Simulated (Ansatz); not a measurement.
Species: Sb$_{2}$, charge 1, doublet. Sb2+ (parent SMILES [Sb]#[Sb], doublet).
B3LYP-D3(BJ)/def2-TZVP minimum from Ansatz (a first-principles code):
```xyz
2

Sb     0.0000     0.0000    -1.2967
Sb     0.0000     0.0000     1.2967
```
Charge +1, spin multiplicity 2.

Total energies in def2-TZVPP, 9 correlated electrons, 18 frozen orbitals. Open shells are spin-unrestricted; no spin-orbit coupling. Cores are frozen in correlated methods (noble-gas shells, and filled d and f shells in the p block). Past Kr the def2 sets carry scalar-relativistic core potentials. Spin-orbit terms, left out, reach several kcal/mol for Br and I, and more for heavier atoms. The UHF reference of Sb2+ (parent SMILES [Sb]#[Sb], doublet) is spin-contaminated (<S^2> up to 0.71 over the pure value in the sets run). The spin of Sb2+ (parent SMILES [Sb]#[Sb], doublet) was assumed, and the state is the lowest solution found for it.

| method | program | energy (Eh) | minus CCSDT(Q) (mEh) |
|---|---|---|---|
| HF | Ansatz | -478.28250 | 202.39 |
| MP2 | Ansatz | -478.42936 | 55.53 |
| CCSD | Ansatz | -478.46690 | 17.99 |
| CCSD(T) | Ansatz | -478.47988 | 5.01 |
| CCSDT(Q) | Ansatz | -478.48489 | 0.00 |

Rough core times of Ansatz's runs on a shared machine: CCSD(T) 3 min, CCSDT(Q) 10 min.
